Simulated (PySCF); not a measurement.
C3H4ClFSi, SMILES FC=C=C([SiH3])Cl. Coordinates come from a PBE-D3(BJ)/def2-SVP optimisation. The structure was generated by enumeration, and PubChem lists no compound with its InChIKey, so it may never have been made.

All values below come from PBE-D3(BJ)/def2-SVP run with PySCF.

Harmonic wavenumbers (cm⁻¹): 85, 104, 135, 172, 247, 346, 425, 463, 590, 639, 659, 798, 830, 881, 900, 909, 1049, 1210, 1384, 2004, 2174, 2186, 2193, 3098. Rotational constants (GHz): 2.887, 1.227, 0.9032; symmetry number 1.

Q: Work out the zero-point energy and the ideal-gas rigid-rotor harmonic-oscillator thermochemistry at 298.15 K and 1 atm.

A: ZPE = ½ Σ hcν = ½ × 23483 cm⁻¹ = 33.57 kcal/mol. H − E(el) = 39.06 kcal/mol. Entropy in cal/(mol K): translation 40.33, rotation 29.00, vibration 19.17, total 88.49. G − E(el) = 12.67 kcal/mol. Cp = 28.10 cal/(mol K). Modes under 150 cm⁻¹ make the vibrational entropy uncertain.
